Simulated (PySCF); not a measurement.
Ge(H)2(Cl)(vinyl) (C₂H₅ClGe), SMILES [GeH2]([CH]=C)[Cl].

Geometry: r2SCAN-D4/def2-SVP. This is a generated structure with no PubChem entry under its InChIKey; it may be hypothetical. The values are those of a single conformer.

All values below come from PBE/def2-TZVP in PySCF.

Symmetry labels are those of the subgroup Cs that the program uses (full group Cs).

Problem. List the valence orbital energies around the gap with their symmetry. (Estimate from the structure and the level; the computed values follow.)

Solution. 
```csv
orbital,symmetry,energy (eV)
HOMO−7,A',-11.43
HOMO−6,A',-10.19
HOMO−5,A",-9.21
HOMO−4,A',-9.06
HOMO−3,A',-8.12
HOMO−2,A",-7.34
HOMO−1,A',-7.31
HOMO,A",-7.04
LUMO,A",-1.65
LUMO+1,A',-1.01
LUMO+2,A',0.13
LUMO+3,A',0.60
```
